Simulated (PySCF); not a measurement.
**Bond length, frequency and bond energy of GePb by level of theory**

State: ³Σ⁻ (triplet), unpaired electrons π ↑↑. Set-up: basis Ge def2-SVP, Pb def2-SVP with ECP60; scalar-relativistic core potentials; PySCF 2.14. De refers to Ge + Pb in their high-spin ground configurations, without counterpoise correction. The functionals are run spin-unrestricted. A positive dipole means Ge(−)Pb(+). Levels whose curve was spin-contaminated or gave no clean fit are not listed.

```
      Level  Re (Å)  ωe (cm⁻¹)  De (eV)  μ (D)  CPU s a point (SCF and correlation, without the integrals)
        UHF   2.611        234     0.77   1.49                                                         0.3
   UHF-CCSD   2.662        211     1.84    n/a                                                         n/a
UHF-CCSD(T)   2.680        203     1.99    n/a                                                          12
        PBE   2.692        198     2.74   1.12                                                           1
       PW91   2.690        199     2.77   1.09                                                        0.64
     r²SCAN   2.656        209     2.53   1.29                                                         1.3
    r²SCANh   2.643        214     2.45   1.29                                                         1.4
       PBE0   2.646        214     2.45   1.26                                                         1.7
        M06   2.687        204     2.85   1.11                                                         1.4
      HSE06   2.654        211     2.53   1.19                                                         1.4
```

The bond length runs from 2.611 Å (UHF) to 2.692 Å (PBE). De spans 0.77 eV (UHF, mean field) to 2.85 eV (M06, hybrid meta-GGA). Correlation at CCSD(T) changes the Hartree–Fock bond energy by +1.22 eV; the triples alone change it by +0.15 eV.

Correlated steps freeze 13 core orbitals. Correlated levels converge slowly with the basis: in double zeta they bind strong bonds too weakly, by up to about 1 eV, and carry superposition errors of some tenths. These are scalar-relativistic numbers at best; spin–orbit coupling would shift them, the dissociation energy most. The state was picked by a PBE0 search and need not be the measured ground state.

The whole job (state search and all levels along the bond) took about 3.9 min on 1 thread of Arm Neoverse V1 (shared host), peak memory 0.69 GiB.
